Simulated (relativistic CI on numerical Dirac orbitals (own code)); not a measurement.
Rh⁷⁺: resonant inelastic scattering at the M2,3 edge

Computed with this model: Dirac-Coulomb-Breit CI, separate exchange-only KLI orbitals for each configuration, model QED (radiative potential, 1s self-energy scaled to tabulated hydrogen-like ionisation energies), valence Slater integrals scaled by 0.8, Kramers-Heisenberg scattering through one core-hole configuration in a parametric crystal field; configurations [Kr] 4d2 → [Ne] 3s2 3p5 3d10 4s2 4p6 4d3; 300 K; core-hole width 3 eV; summed over polarisations. Incident energies are the highest absorption maxima for each field (at most a few, so the weaker spin-orbit partner edge can be absent), on the computed scale of the free ion. Intensities are in per cent of the strongest line above 0.02 eV; levels within 1 cm⁻¹ are merged; final levels count from the ground level, the first row holds all elastic scattering, lines under 0.4 are left out and each table stops after 24 rows. The scale of the Slater integrals is a model choice and moves the terms in proportion.

Field parameters in Wybourne normalisation: D4h B²₀ = −7Ds, B⁴₀ = 21(Dq − Dt), B⁴₄ = 21√(5/14) Dq. The field is a parameter set, without covalency.

S is read from ⟨S²⟩ = S(S + 1).

D4h, 10Dq = 33600, Ds = 790, Dt = -550 cm⁻¹:

| Final level (eV) | Degeneracy | Irrep | S | 512.1 eV | 515.1 eV | 537.9 eV |
| --- | --- | --- | --- | --- | --- | --- |
| 0.000 | 1 | A1 | 0.99 | 1186.5 | 1359.4 | 158.5 |
| 0.039 | 2 | E | 1.00 | 26.7 | 0.5 | 21.2 |
| 0.498 | 1 | B1 | 0.98 | 23.6 | 7.7 | 3.8 |
| 0.521 | 1 | B2 | 0.98 | 19.1 | 6.2 | 3.8 |
| 0.732 | 2 | E | 1.00 | 40.6 | 14.8 | 9.5 |
| 0.855 | 1 | A2 | 1.00 | 8.6 | 0.8 | 3.0 |
| 0.889 | 1 | A1 | 0.99 | 6.5 | 3.1 | 15.3 |
| 1.713 | 1 | B2 | 0.07 | 9.4 | 1.6 | 5.8 |
| 1.753 | 1 | B1 | 0.07 | 10.5 | 5.8 | 5.1 |
| 2.323 | 2 | E | 0.05 | 18.1 | 16.7 | 24.3 |
| 2.386 | 1 | A1 | 0.03 | 35.8 | 15.7 | 22.7 |
| 4.399 | 1 | A1 | 0.06 | 5.2 | 22.5 | 10.4 |
| 4.561 | 1 | B1 | 1.00 | 6.2 | 27.8 | 2.8 |
| 4.582 | 1 | B2 | 0.99 | 6.5 | 24.9 | 1.0 |
| 4.632 | 2 | E | 0.99 | 30.8 | 100.0 | 8.0 |
| 4.687 | 1 | A2 | 1.00 | 2.8 | 6.7 | 2.1 |
| 4.695 | 1 | A1 | 1.00 | 6.2 | 29.1 | 5.6 |
| 5.226 | 2 | E | 0.99 | 0.7 | 6.0 | 1.0 |
| 5.234 | 1 | B1 | 1.00 | 0.4 | 1.6 | 0.1 |
| 5.934 | 1 | A1 | 0.98 | 2.3 | 16.3 | 3.8 |
| 5.937 | 1 | A2 | 1.00 | 1.5 | 11.0 | 2.7 |
| 5.990 | 2 | E | 0.96 | 14.5 | 87.7 | 3.1 |
| 6.085 | 1 | B2 | 0.98 | 2.5 | 11.0 | 2.0 |
| 6.133 | 1 | B1 | 0.99 | 2.7 | 11.9 | 0.3 |

D4h, 10Dq = 36800, Ds = 2690, Dt = 560 cm⁻¹:

```csv
Final level (eV),Degeneracy,Irrep,S,514.9 eV,538.2 eV,539.8 eV
0.000,1,A1,0.99,1978.4,207.2,253.7
0.042,2,E,1.00,0.4,24.8,9.1
0.501,1,B1,0.98,11.6,4.2,0.9
0.534,1,B2,0.98,9.0,4.8,1.1
0.737,2,E,1.00,27.1,10.3,7.5
0.853,1,A2,1.00,3.3,3.5,3.2
0.894,1,A1,0.99,8.8,17.4,6.5
1.694,1,B2,0.08,2.6,7.1,3.2
1.753,1,B1,0.08,9.6,6.2,2.1
2.339,2,E,0.06,21.1,28.3,13.7
2.403,1,A1,0.04,28.8,29.3,8.7
3.982,1,B1,1.00,9.9,2.5,5.1
4.014,2,E,0.99,52.7,7.2,16.7
4.096,1,A1,0.94,52.4,15.9,30.4
4.111,1,A2,1.00,18.5,1.3,3.2
4.198,2,E,0.99,100.0,9.8,28.3
4.228,1,B2,0.98,14.5,1.3,4.1
4.289,1,B1,1.00,20.9,2.2,5.7
4.397,1,A1,0.17,25.2,8.5,11.6
5.509,2,E,0.16,21.5,1.7,3.7
5.636,1,B2,0.87,19.3,3.2,6.3
5.699,1,B1,0.99,17.5,0.8,1.6
5.722,2,E,0.94,86.8,7.3,20.0
5.749,1,A1,0.99,12.8,4.7,10.1
```

D4h, 10Dq = 40050, Ds = 1280, Dt = 330 cm⁻¹:

```
Final level (eV)  Degeneracy  Irrep     S  511.9 eV  515.3 eV  540.2 eV
           0.000           1     A1  0.99    1411.2    1704.2     217.8
           0.039           2      E  0.99      30.5       1.4      10.4
           0.191           1     B1  0.99      33.3      10.8       0.6
           0.213           1     B2  0.99      25.4       7.7       0.7
           0.450           2      E  1.00      49.0      19.5       3.4
           0.531           1     A2  1.00      15.1       1.3       2.7
           0.601           1     A1  0.99       5.4       7.1       5.1
           1.739           1     B2  0.05      15.5       2.4       2.7
           1.781           1     B1  0.05      13.5       6.6       1.1
           2.009           2      E  0.04      28.4      18.1       8.4
           2.103           1     A1  0.03      33.3      11.9       2.3
           4.051           1     A1  0.06      10.8      32.2      17.4
           4.510           1     B1  1.00       3.6      15.6       5.8
           4.537           2      E  0.99       9.2      38.8      12.6
           4.786           1     A2  1.00       3.8      13.8       4.9
           4.793           1     B2  0.99       5.3      22.2       4.0
           4.801           1     A1  0.99       7.1      40.7      22.1
           4.812           2      E  0.99      21.2     100.0      32.3
           4.834           1     B1  1.00       3.4      22.5       6.0
           5.982           2      E  0.96      12.5      85.7      15.6
           5.988           1     A1  0.99       1.8      15.8      11.6
           5.997           1     B2  0.91       2.4      14.2       7.9
           5.997           1     A2  1.00       0.6       6.2      13.1
           6.064           1     B1  0.99       2.9      14.8       0.9
```

For the first field the strongest loss at the lowest incident energy is the level at 0.73 eV (S = 1.00, against 0.99 in the thermal ground state). Levels of other spin, the first over 8 % at 1.71 eV, appear because spin-orbit coupling of the core hole, and in heavier ions of the valence shell too, mixes spins.
